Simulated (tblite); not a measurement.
Input of a run (GFN2-xTB geometry optimisation, gas phase (tblite 0.8.0)), started from a force field or distance geometry:
```
{"job": {"kind": "relax", "xc": "GFN2-xTB", "basis": "xTB"}, "charge": 0, "multiplicity": 2}
O      2.563000    -0.009200    -0.363900
C      1.196000     0.116700    -0.237500
C      0.518300     1.301600    -0.344600
C     -0.859200     1.373200    -0.209900
C     -1.567500     0.207300     0.080500
C     -0.922200    -0.998600     0.197900
C      0.471200    -1.022300     0.042400
H      3.199400     0.309700     0.350600
H     -1.411200     2.284400    -0.290400
H     -2.664400     0.283200     0.190200
H     -1.501800    -1.872500     0.411400
H      0.979700    -1.974100     0.147100
```

Output (eV, eV/Å):
```
step      E/eV     max force
  0    -525.95592    1.972
  1    -526.06412    0.988
  2    -526.10013    0.642
  3    -526.13126    0.434
  4    -526.14618    0.331
  5    -526.15721    0.370
  6    -526.16654    0.318
  7    -526.17424    0.236
  8    -526.17980    0.232
  9    -526.18424    0.240
 10    -526.18994    0.269
 11    -526.19909    0.365
 12    -526.21156    0.413
 13    -526.22857    0.421
 14    -526.25358    0.418
 15    -526.27827    0.564
 16    -526.26644    1.745
 17    -526.29331    1.279
 18    -526.32109    0.317
 19    -526.33468    0.221
 20    -526.34555    0.438
 21    -526.35165    0.291
 22    -526.36047    0.183
 23    -526.36508    0.203
 24    -526.36951    0.159
 25    -526.37172    0.214
 26    -526.37502    0.178
 27    -526.37817    0.138
 28    -526.38222    0.124
 29    -526.38399    0.105
 30    -526.38598    0.111
 31    -526.38711    0.080
 32    -526.38779    0.054
 33    -526.38816    0.057
 34    -526.38860    0.057
 35    -526.38911    0.067
 36    -526.38977    0.075
 37    -526.39051    0.072
 38    -526.39121    0.079
 39    -526.39174    0.068
 40    -526.39207    0.052
 41    -526.39228    0.034
 42    -526.39242    0.030
 43    -526.39251    0.026
 44    -526.39257    0.016
 45    -526.39261    0.015
 46    -526.39263    0.011
 47    -526.39264    0.007
```

Q: Summarise the run.

A: The energy falls by 0.437 eV over 47 L-BFGS steps, the largest force on an atom goes from 1.97 to 0.007 eV/Å, and the atoms move by 0.263 Å rms after alignment. The bond that changes most is O1–H8 (ends: oxygen bonded to C and H; hydrogen on oxygen), which shortens by 0.044 Å. Bonds longer at the end by more than 0.005 Å: 4 of 12; shorter: 5. Among the angles that change most is C2–O1–H8, from 122.1° to 109.4°. Among the dihedrals that turn most is H8–O1–C2–C7, from -106° to 180°. The energy rose by more than 1e-5 eV at step 16. The first step brought 25 % of the lowering.

Q: What are the final bond lengths?

A: O1–C2 1.359 Å, C2–C3 1.372 Å, C3–C4 1.359 Å, C4–C5 1.395 Å, C5–C6 1.383 Å, C6–C7 1.381 Å, C2–C7 1.399 Å, O1–H8 0.964 Å, C4–H9 1.080 Å, C5–H10 1.079 Å, C6–H11 1.080 Å, C7–H12 1.079 Å. Numbering counts from 1 in the input's order; the species is `OC1=CC=CC=[C]1` [radical].

Hardware: an Arm Neoverse V2 with one thread, shared host with 96 logical CPUs at a one-minute load of 58. Cost: 0.17 s wall.

Its GFN2-xTB frequencies are all real (lowest 205 cm⁻¹). 2 starts were optimised and ended at 0.00 and 1.12 kcal/mol (GFN2-xTB); the lowest of these is shown.

One conformer stands for the species.

These are computed values.
